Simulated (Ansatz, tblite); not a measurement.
Spin states of Cu₂Br⁺, each relaxed with PBE0-D4/def2-TZVP in Ansatz. Electronic energies in the gas phase.

The xTB rows come from tblite. Correlated methods freeze 27 core orbitals; core or outer-core shells of Br are correlated, in sets that lack core-valence functions. HOMO above LUMO, or a gap near zero within one spin, warns that the state may not be the lowest or that an electron is smeared out. The structure comes from a short search, and lower isomers may exist.

Singlet geometry (C2v within 0.1 Å):

```csv
atom,x (Å),y (Å),z (Å)
Cu1,0.951,-1.382,-0.850
Cu2,-1.548,0.684,0.821
Br3,0.596,0.698,0.029
```

Triplet geometry:

```xyz
3

Cu    1.835   -0.812   -0.214
Cu   -1.276    1.482   -0.053
Br   -0.559   -0.670    0.267
```

Quintet geometry (C2v within 0.1 Å):

```xyz
3

Cu   -0.478    0.480   -1.966
Cu    1.048    0.258    1.777
Br   -0.571   -0.739    0.189
```

⟨S²⟩: triplet 2.00 at PBE0-D4/def2-TZVP (pure 2.00), quintet 6.01 at PBE0-D4/def2-TZVP (pure 6.00).

Run but left out: HF/STO-3G (triplet: ⟨S²⟩ 4.16, where a pure state has 2.00).

Only these spin states were relaxed.

Second-order perturbation terms are unreliable where d shells bring near-degenerate states, and here PBE-QIDH/def2-TZVP lies more than 0.4 eV from the median of the functionals without such a term.

```tsv
level	triplet − singlet (kJ/mol)	quintet − singlet (kJ/mol)	lowest of these	remarks
GFN1-xTB	297.6	617.1	singlet	–
GFN2-xTB	524.1	1086.3	singlet	–
PBE-D4/def2-TZVP	240.4	557.0	singlet	gap within one spin near zero (triplet)
revPBE-D4/def2-TZVP	239.0	550.2	singlet	gap within one spin near zero (triplet)
BLYP-D4/def2-TZVP	228.3	540.3	singlet	gap within one spin near zero (triplet)
r2SCAN-D4/def2-TZVP	245.0	533.8	singlet	–
PBE0-D4/def2-TZVP	279.5	571.2	singlet	–
r2SCAN0-D4/def2-TZVP	255.8	520.9	singlet	–
CAM-B3LYP-D4/def2-TZVP	292.7	595.4	singlet	–
PBE-QIDH/def2-TZVP	306.4	619.6	singlet	–
RPA@PBE/def2-TZVP	224.1	501.6	singlet	–
```

Change of the quintet − singlet gap on mixing in exact exchange, in kJ/mol: PBE to PBE0 (25 % exact exchange) 14.2; r2SCAN to r2SCAN0 (25 % exact exchange) -13.0.

The xTB methods have no spin-polarisation term.
